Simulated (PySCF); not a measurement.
## Bond curve of CdH⁺

Set-up: PySCF, scalar-relativistic core potentials, basis sets Cd def2-TZVP with ECP28, H def2-TZVP. Energies in eV from Cd⁺ + H in their ground configurations at the same level. State: ¹Σ⁺ (singlet), closed shell.

Curves on a restricted Hartree–Fock reference rise too fast on stretching and do not dissociate correctly.

```csv
R (Å),RHF,r²SCAN,RHF-CCSD,RHF-CCSD(T)
1.432,-0.3222,-1.743,,
1.498,-0.6165,-1.976,-1.728,-1.791
1.565,-0.7948,-2.106,-1.863,-1.926
1.615,-0.8680,-2.150,-1.912,-1.975
1.665,-0.8991,-2.158,-1.924,-1.988
1.715,-0.8955,-2.137,-1.908,-1.973
1.782,-0.8470,-2.073,-1.852,-1.920
1.865,-0.7325,-1.951,-1.742,-1.816
1.965,-0.5387,-1.764,-1.574,-1.657
2.098,-0.2204,-1.475,,
```

Task: Put a parabola through the three lowest points of the RHF curve and estimate Re, k and ωe (reduced mass 0.999 u; 1 eV/Å² = 0.16022 mdyn/Å; ωe = 1302.8·√(k/μ) cm⁻¹).

Result: Through R = 1.615, 1.665, 1.715 Å the second-order coefficient is 6.94 eV/Å², so Re ≈ 1.685 Å, k ≈ 2.22 mdyn/Å and ωe ≈ 1944 cm⁻¹. A polynomial fit of higher order to the unrounded RHF energies gives Re = 1.684 Å, k = 2.07 mdyn/Å, ωe = 1874 cm⁻¹; anharmonicity and rounding make the difference.

The higher-order fit for each curve: RHF: Re = 1.684 Å, ωe = 1874 cm⁻¹, De = 0.90 eV; r²SCAN: Re = 1.652 Å, ωe = 1826 cm⁻¹, De = 2.16 eV; RHF-CCSD: Re = 1.660 Å, ωe = 1788 cm⁻¹, De = 1.92 eV; RHF-CCSD(T): Re = 1.662 Å, ωe = 1760 cm⁻¹, De = 1.99 eV.

Correlated steps freeze no core orbitals. For an ion De counts to the pair picked by the measured ionisation energies or electron affinities, which need not be the lowest pair at this level. Where the molecule has an RHF reference, its open-shell atoms are computed with UHF.
